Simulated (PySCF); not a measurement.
A structure optimised at B3LYP-D3(BJ)/def2-TZVP, used in a PySCF frequency run:

```xyz
7

Cd    -0.0067    -0.3428     0.0000
O      0.1219    -2.3377     0.0000
H     -0.7204    -2.8029     0.0000
Si     0.0042     2.1401     0.0000
H     -1.3835     2.6647     0.0000
H      0.6959     2.6673    -1.2014
H      0.6959     2.6673     1.2014
```

### Question
Write its SMILES, formula and point group.

### Answer
[OH][Cd][SiH3], CdH₄OSi, Cs

### Question
What are its rotational constants (standard atomic weights)?

### Answer
76.977, 1.9369, 1.9314 GHz
